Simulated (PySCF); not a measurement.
Computed IR spectrum (relative IR intensity) of a molecule C2H6OSi2. Geometry optimised at PBE0-D3(BJ)/def2-SVP. Other conformers were not sampled. Level of theory: PBE0-D3(BJ)/def2-SVP (PySCF). Frequencies are harmonic and unscaled.

Lines under 2 % of the strongest are left out, and lines within 2 cm⁻¹ are merged.

```tsv
ν (cm⁻¹)	relative intensity
479	4.4
693	14
768	26
821	9.9
940	69
969	85
976	3.0
2239	100
2248	5.2
```

Which structure fits?
(A) [SiH3][Si@@H]1C=CO1
(B) [SiH3]C1=CO[SiH2]1
(C) C1=C[SiH2]O[SiH2]1
(D) O=C1[SiH2]C[SiH2]1

C, C1=C[SiH2]O[SiH2]1
